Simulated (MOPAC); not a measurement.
MOPAC input (PM6):

```
PM6 FORCE THERMO(298,298) PRECISE LET UHF MS=0.5 GEO-OK AUX(PRECISION=9) THREADS=1
CH7OSi2

C    -2.18246564 1   -0.96915326 1   -0.13660469 1
Si   -1.13962044 1    0.55185334 1   -0.14386346 1
O     0.47521917 1    0.22198832 1    0.09154159 1
Si    2.05103693 1   -0.25231808 1    0.31637095 1
H    -1.90471692 1   -1.67891834 1   -0.93160554 1
H    -2.12783670 1   -1.51853078 1    0.81628091 1
H    -3.23987038 1   -0.68850148 1   -0.29733462 1
H    -1.23130182 1    1.23495069 1   -1.42824493 1
H    -1.52859274 1    1.44974995 1    0.93651504 1
H     2.52945609 1    0.04592085 1    1.67308237 1
H     2.94758595 1    0.30711100 1   -0.70431361 1
```

From the output:

```
     H   11   0.001540   0.004437   0.003657   0.197490   2.513256

          HEAT OF FORMATION =     -73.113978 KCALS/MOLE

          ZERO POINT ENERGY      41.947 KCAL/MOL

           NORMAL COORDINATE ANALYSIS (Total motion = 1 Angstrom)

   Root No.       1         2         3         4         5         6         7         8

                 1 A       2 A       3 A       4 A       5 A       6 A       7 A       8 A

                  41.0      92.4     103.0     144.8     250.9     476.6     510.0     520.6

   x  C    1    0.0002    0.0148    0.0003   -0.0006   -0.0386   -0.0000    0.0378    0.0008
   y  C    1    0.0005    0.0981    0.0014   -0.0013   -0.0532   -0.0003    0.0278   -0.0006
   z  C    1    0.0277   -0.0002    0.0097   -0.0051    0.0001   -0.0063   -0.0002    0.0079
   x Si    2    0.0002    0.0154    0.0004   -0.0006   -0.0363   -0.0000    0.0115    0.0002
   y Si    2   -0.0001   -0.0234   -0.0003    0.0003    0.0316   -0.0002    0.0712    0.0013
   z Si    2   -0.0135   -0.0004   -0.0053   -0.0239    0.0000   -0.0209   -0.0002    0.0016
   x  O    3    0.0009    0.0686    0.0009   -0.0003    0.1146   -0.0016   -0.0068   -0.0062
   y  O    3   -0.0005   -0.0452   -0.0004   -0.0000   -0.0289    0.0005   -0.0089    0.0024
   z  O    3    0.0008    0.0015   -0.0339    0.1033   -0.0023    0.0083    0.0010   -0.0294
   x Si    4   -0.0029   -0.0550   -0.0011    0.0013   -0.0013    0.0011   -0.0287    0.0037
   y Si    4    0.0009   -0.0072   -0.0005    0.0011    0.0115    0.0002   -0.0706   -0.0033
   z Si    4   -0.0109   -0.0002    0.0156   -0.0214    0.0009    0.0065   -0.0003    0.0223
   x  H    5    0.0198    0.0529    0.0063    0.0067   -0.0995    0.1492   -0.0343   -0.0768
   y  H    5   -0.0167    0.1268    0.2229    0.0891   -0.1086    0.0040   -0.0384   -0.0015
   z  H    5    0.0467    0.0022   -0.1124   -0.0525   -0.0007    0.0726   -0.0003   -0.0344
   x  H    6   -0.0189    0.0524   -0.0045   -0.0092   -0.0989   -0.1470   -0.0397    0.0852
   y  H    6    0.0180    0.1349   -0.2192   -0.0929   -0.1081   -0.0026   -0.0387    0.0068
   z  H    6    0.0467    0.0021   -0.1122   -0.0524    0.0010    0.0726    0.0028   -0.0348
   x  H    7   -0.0002   -0.0646   -0.0008    0.0006    0.0869   -0.0021    0.2074   -0.0064
   y  H    7    0.0006    0.1268    0.0019   -0.0017   -0.1028    0.0006   -0.0422    0.0024
   z  H    7    0.0151   -0.0049    0.2749    0.1073   -0.0003    0.0556    0.0010   -0.0285
   x  H    8    0.0267   -0.0174    0.0073    0.0143   -0.0632   -0.1311    0.0213    0.0810
   y  H    8   -0.0203   -0.0509    0.0266   -0.1082    0.0177    0.1105    0.0940    0.0297
   z  H    8   -0.0359   -0.0014    0.0065   -0.0902    0.0043    0.0987    0.0060   -0.0183
   x  H    9   -0.0266   -0.0175   -0.0074   -0.0151   -0.0637    0.1328    0.0266   -0.0709
   y  H    9    0.0197   -0.0478   -0.0279    0.1095    0.0128   -0.1100    0.0933   -0.0201
   z  H    9   -0.0357   -0.0012    0.0065   -0.0899   -0.0018    0.0985   -0.0035   -0.0179
   x  H   10    0.3334   -0.0927    0.0182   -0.0342   -0.0408   -0.0166   -0.0224   -0.0577
   y  H   10   -0.1156    0.0357    0.0378   -0.1038    0.0682   -0.0863   -0.1293   -0.2655
   z  H   10    0.0820   -0.0007    0.0358   -0.0703    0.0041   -0.0298   -0.0138   -0.0907
   x  H   11   -0.2776   -0.0756   -0.0175    0.0308   -0.0317    0.0113   -0.0208    0.0263
   y  H   11    0.0953    0.0751   -0.0299    0.0852    0.1132    0.0791   -0.1476    0.2711
   z  H   11    0.2156   -0.0016    0.0378   -0.0690    0.0037   -0.0227    0.0070   -0.0678

   Root No.       9        10        11        12        13        14        15        16

                 9 A      10 A      11 A      12 A      13 A      14 A      15 A      16 A

                 595.5     636.3     650.5     761.9     781.0     848.9     853.1     923.1

   x  C    1    0.0009    0.0152   -0.0016   -0.0009    0.1128    0.0016    0.0098   -0.0367
   y  C    1   -0.0168    0.0394   -0.0028    0.0002   -0.0244    0.0041   -0.0136   -0.0238
   z  C    1   -0.0022   -0.0014   -0.0162    0.0550    0.0008   -0.0003   -0.0001    0.0000
   x Si    2   -0.0015   -0.0005    0.0002    0.0004   -0.0518   -0.0020   -0.0026    0.0486
   y Si    2    0.0106   -0.0143    0.0008   -0.0001    0.0132    0.0024   -0.0146    0.0468
   z Si    2    0.0019    0.0017    0.0232   -0.0233   -0.0003    0.0003    0.0001   -0.0000
   x  O    3   -0.0099   -0.0220    0.0019    0.0001   -0.0104   -0.0053    0.0441   -0.0282
   y  O    3    0.0174    0.0006   -0.0011    0.0004   -0.0297   -0.0294    0.1244   -0.0453
   z  O    3    0.0016   -0.0018   -0.0350    0.0014   -0.0000   -0.0009   -0.0002    0.0003
   x Si    4    0.0099    0.0094   -0.0009   -0.0001    0.0043   -0.0201   -0.0224    0.0007
   y Si    4   -0.0382    0.0004    0.0027   -0.0005    0.0129    0.0010   -0.0375   -0.0003
   z Si    4   -0.0045   -0.0008    0.0053   -0.0008   -0.0000    0.0039    0.0016   -0.0001
   x  H    5    0.0630   -0.0801    0.0991   -0.2100    0.2053   -0.0016    0.0263    0.0053
   y  H    5    0.0291   -0.0480    0.0116   -0.0197    0.0327   -0.0013    0.0010    0.0032
   z  H    5    0.0076   -0.0044    0.0317   -0.0489    0.0255    0.0009    0.0026    0.0015
   x  H    6    0.0359   -0.0967   -0.0879    0.2066    0.2115   -0.0044    0.0252    0.0054
   y  H    6    0.0271   -0.0495   -0.0056    0.0192    0.0332   -0.0017    0.0008    0.0032
   z  H    6    0.0020    0.0101    0.0306   -0.0486   -0.0271   -0.0003   -0.0024   -0.0015
   x  H    7   -0.1121    0.2536   -0.0175   -0.0006    0.0264    0.0116   -0.0349   -0.1477
   y  H    7    0.0304   -0.0612    0.0040    0.0001    0.0040   -0.0003    0.0026    0.0290
   z  H    7    0.0041    0.0025    0.0285   -0.0194   -0.0004    0.0001    0.0000    0.0001
   x  H    8    0.0362   -0.0696   -0.1368   -0.2178   -0.1528    0.0455   -0.1641   -0.1953
   y  H    8    0.0396   -0.1030   -0.2427   -0.0298   -0.0308    0.0669   -0.1448   -0.2049
   z  H    8    0.0016   -0.0164   -0.0519    0.0535    0.0149    0.0150    0.0020   -0.0416
   x  H    9    0.0628   -0.0478    0.1415    0.2212   -0.1470    0.0451   -0.1645   -0.1950
   y  H    9    0.0808   -0.0654    0.2499    0.0308   -0.0300    0.0703   -0.1442   -0.2058
   z  H    9   -0.0089    0.0084   -0.0521    0.0537   -0.0136   -0.0162   -0.0026    0.0414
   x  H   10   -0.0814   -0.0184   -0.0025    0.0014    0.0005    0.3327    0.1113    0.0226
   y  H   10    0.2401    0.1061   -0.0838    0.0097    0.0138    0.0787   -0.0448    0.0392
   z  H   10    0.0580    0.0240   -0.0250    0.0032   -0.0040    0.1612    0.0602    0.0181
   x  H   11   -0.0905   -0.0216    0.0120   -0.0004    0.0022    0.2511    0.0798    0.0154
   y  H   11    0.2488    0.1291    0.0192   -0.0039    0.0109    0.1088   -0.0321    0.0433
   z  H   11    0.0096   -0.0049   -0.0101    0.0002    0.0056   -0.2608   -0.1031   -0.0198

   Root No.      17        18        19        20        21        22        23        24

                17 A      18 A      19 A      20 A      21 A      22 A      23 A      24 A

                 929.9    1206.2    1214.4    1223.5    2074.7    2101.4    2148.4    2149.4

   x  C    1   -0.0121    0.0005    0.0006    0.0845   -0.0000    0.0000    0.0007   -0.0000
   y  C    1    0.0027   -0.0000   -0.0486    0.0026   -0.0000   -0.0000   -0.0007    0.0000
   z  C    1    0.0000   -0.0471    0.0000    0.0002   -0.0000    0.0000   -0.0000    0.0005
   x Si    2    0.0263   -0.0000    0.0003   -0.0064    0.0002   -0.0000   -0.0119    0.0000
   y Si    2   -0.0180    0.0000    0.0021    0.0003   -0.0002    0.0000    0.0169   -0.0000
   z Si    2   -0.0000    0.0014   -0.0000    0.0000    0.0000    0.0000   -0.0001   -0.0281
   x  O    3   -0.0061   -0.0000    0.0006   -0.0016   -0.0007   -0.0000   -0.0008    0.0000
   y  O    3   -0.0024   -0.0000   -0.0012   -0.0029   -0.0033    0.0000   -0.0019    0.0000
   z  O    3   -0.0001   -0.0003   -0.0000   -0.0000   -0.0001   -0.0002    0.0000   -0.0001
   x Si    4    0.0027   -0.0000   -0.0003    0.0005    0.0174   -0.0054    0.0003   -0.0000
   y Si    4    0.0018    0.0000    0.0001    0.0014    0.0102    0.0020    0.0002   -0.0000
   z Si    4   -0.0002    0.0000    0.0000    0.0000   -0.0026   -0.0279   -0.0000   -0.0001
   x  H    5   -0.0211   -0.1011   -0.0704   -0.2645    0.0001   -0.0001    0.0011   -0.0017
   y  H    5   -0.0055   -0.2244    0.3103   -0.0692    0.0000    0.0001    0.0022   -0.0006
   z  H    5   -0.0040    0.0519   -0.2244   -0.1117   -0.0001    0.0000    0.0031   -0.0022
   x  H    6   -0.0210    0.0981   -0.0703   -0.2659    0.0001    0.0001    0.0011    0.0017
   y  H    6   -0.0054    0.2239    0.3102   -0.0718    0.0000   -0.0000    0.0022    0.0006
   z  H    6    0.0040    0.0531    0.2242    0.1115    0.0001    0.0001   -0.0031   -0.0022
   x  H    7    0.0053   -0.0013    0.1306   -0.2644   -0.0000   -0.0000   -0.0028    0.0000
   y  H    7   -0.0015    0.0008   -0.0732    0.1133    0.0001   -0.0000   -0.0016    0.0000
   z  H    7    0.0000    0.4266   -0.0002   -0.0025   -0.0000   -0.0000   -0.0000   -0.0010
   x  H    8   -0.2472    0.0106   -0.0054   -0.0106   -0.0026   -0.0004    0.1692    0.1702
   y  H    8    0.2288    0.0008   -0.0037   -0.0014    0.0033    0.0007   -0.2206   -0.2175
   z  H    8    0.2607   -0.0025   -0.0009    0.0012   -0.0061   -0.0011    0.3873    0.3920
   x  H    9   -0.2469   -0.0108   -0.0053   -0.0106   -0.0026    0.0004    0.1680   -0.1712
   y  H    9    0.2301   -0.0008   -0.0037   -0.0014    0.0034   -0.0007   -0.2180    0.2177
   z  H    9   -0.2600   -0.0025    0.0009   -0.0012    0.0062   -0.0009   -0.3856    0.3952
   x  H   10   -0.0200    0.0001    0.0028   -0.0008   -0.1614   -0.1689   -0.0023   -0.0004
   y  H   10    0.0042   -0.0005   -0.0012    0.0000   -0.1445   -0.1454   -0.0023   -0.0001
   z  H   10   -0.0081   -0.0001    0.0007   -0.0011    0.4289    0.4297    0.0066    0.0011
   x  H   11   -0.0153    0.0001    0.0022   -0.0003   -0.3129    0.3206   -0.0046    0.0008
   y  H   11    0.0055    0.0003   -0.0016    0.0001   -0.0875    0.0886   -0.0014    0.0001
   z  H   11    0.0151   -0.0001   -0.0017    0.0013   -0.3535    0.3520   -0.0054    0.0010

   Root No.      25        26        27

                25 A      26 A      27 A

                2671.9    2680.0    2753.2

   x  C    1   -0.0006    0.0000   -0.0242
   y  C    1   -0.0522    0.0003    0.0046
   z  C    1   -0.0003   -0.0560   -0.0000
   x Si    2   -0.0005    0.0000   -0.0021
   y Si    2   -0.0007    0.0000   -0.0000
   z Si    2   -0.0000   -0.0008   -0.0000
   x  O    3    0.0000   -0.0000    0.0002
   y  O    3   -0.0001   -0.0000    0.0004
   z  O    3   -0.0000   -0.0001    0.0000
   x Si    4   -0.0000   -0.0000   -0.0000
   y Si    4    0.0000    0.0000   -0.0001
   z Si    4    0.0000    0.0000   -0.0000
   x  H    5   -0.0872   -0.1898    0.1281
   y  H    5    0.0750    0.2152   -0.1571
   z  H    5    0.1737    0.3561   -0.2813
   x  H    6   -0.0854    0.1908    0.1287
```
